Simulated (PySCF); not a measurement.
## LiSe⁺: frontier orbitals

B2PLYP at R = 2.618 Å; basis Li aug-pcseg-1, Se aug-pcseg-1; no relativity; PySCF 2.14. State: ³Σ⁻ (triplet), unpaired electrons π ↑↑. Only the outer orbitals are listed, counted within each symmetry.

| spin | orbital | occ. | ε (eV) | on Li (%) | main shells (%) |
| --- | --- | --- | --- | --- | --- |
| α | 8σ | 1 | -27.39 | 0 | 99 Se s |
| α | 4π | 1 | -15.41 | 0 | 100 Se p |
| α | 4π | 1 | -15.41 | 0 | 100 Se p |
| α | 9σ | 1 | -14.76 | 2 | 97 Se p |
| α | 10σ | 0 | -5.31 | 103 | 98 Li s |
| α | 5π | 0 | -3.83 | 94 | 94 Li p |
| α | 5π | 0 | -3.83 | 94 | 94 Li p |
| β | 8σ | 1 | -24.05 | 1 | 99 Se s |
| β | 9σ | 1 | -13.94 | 4 | 94 Se p |
| β | 4π | 0 | -8.28 | 2 | 97 Se p |
| β | 4π | 0 | -8.28 | 2 | 97 Se p |
| β | 10σ | 0 | -5.25 | 104 | 98 Li s |

**Question.** Which are the highest filled and the lowest empty level, where do they sit, and how wide is the gap?

**Answer.** Highest filled β 9σ at -13.94 eV (in %: 94 Se p); lowest empty β 4π at -8.28 eV (in %: 97 Se p); the gap at B2PLYP is 5.66 eV.

```
bond order (Mayer)                                                                                                 : 0.15
⟨S²⟩                                                                                                               : 2.005
charge on Li (Mulliken, basis-dependent)                                                                           : 0.92
charge on Li (Löwdin, basis-dependent)                                                                             : 0.71
dipole moment (positive dipole points towards Se; it is taken about the centre of mass and depends on that origin) : -9.01 D
```

Shares are Mulliken populations and can fall outside 0 to 100 %.

Correlated steps freeze 9 core orbitals. Spin–orbit coupling is left out. B2PLYP dipoles, levels and charges come from its SCF part alone. The state was picked by a PBE0 search and need not be the measured ground state.
